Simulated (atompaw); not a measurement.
**Before and after: PAW (atompaw) potential for Er**

| Property | Result |
| --- | --- |
| Element | erbium |
| Generator | atompaw 4.2.0.5 |
| Type | PAW |
| Functional | LDA (PW92) |
| Relativity | scalar-relativistic |
| Frozen core | [Kr] 4d10 4f11 |
| Valence charge | 11 |
| Reference configuration | 5s2 5p6 5d1 6s2 6p0 |
| Partial waves | 5s (bound); 6s (bound); 5p (bound); 6p (bound, empty); 5d (bound); 5d channel at 1.45 Ry; 5f channel at 0.05 Ry |
| Local potential | troulliermartins scheme with l = 4 at 0 Ry, radius 2.25 bohr |
| Core correction | smooth core density matched at 1.95 bohr |
| Augmentation charge | besselshape compensation charge, radius 1.90 bohr; PAW radius 2.45 bohr; waves and projectors: bloechl |

All-electron outer shells of the reference configuration (LDA (PW92), scalar-relativistic, ld1.x):

```csv
shell,level (eV),outermost node (bohr),outermost maximum (bohr)
4d,-172.45,0.25,0.51
5s,-56.15,0.60,1.10
5p,-29.88,0.65,1.26
4f,-9.68,–,0.51
6s,-4.56,1.49,3.14
5d,-2.25,0.73,1.90
6p,-1.39,1.81,4.40
```

Change: local potential troulliermartins scheme with l = 4 at 0 Ry, radius 1.72 bohr.

Cutoffs: the cutoffs (Ry, on a coarse ladder) from which the occupation-weighted sum of valence levels, in a spherical-Bessel basis at the reference potential, stays within 10 and 1 mRy of its value at 400 Ry; they do not see the model core or the augmentation charge, which bear on the density cutoff.

Q: What does the change do?

A: The potential gets harder (30 Ry and 45 Ry → 70 Ry and 90 Ry); the range in which the s phases agree narrows (upper end 4.0 → 0.4); the range in which the p phases agree narrows (upper end at the end of the scan → 1.7); neither file shows a bound ghost.

```csv
quantity,base,changed
"cutoff, loose",30 Ry,70 Ry
"cutoff, tight",45 Ry,90 Ry
loose cutoff by channel (10 mRy a level),"s 15 Ry, p 21 Ry, d 18 Ry","s 50 Ry, p 35 Ry, d 35 Ry"
bound ghosts,none,none
s: phases at 2.46 bohr within 0.05 rad from the reference energy up to (Ry; the scan ends near 5),4.0,0.4
p: phases at 2.46 bohr within 0.05 rad from the reference energy up to (Ry; the scan ends near 5),to the end of the scan,1.7
d: phases at 2.46 bohr within 0.05 rad from the reference energy up to (Ry; the scan ends near 5),to the end of the scan,4.2
f: phases at 2.46 bohr within 0.05 rad from the reference energy up to (Ry; the scan ends near 5),0.5,0.5
lowest overlap eigenvalue by channel,"s 0.48, p 0.71, d 0.89, f 1.00","s 0.17, p 0.39, d 0.57, f 1.00"
```

 The cutoffs see the waves, projectors and local potential, not the compensation charge or the core.
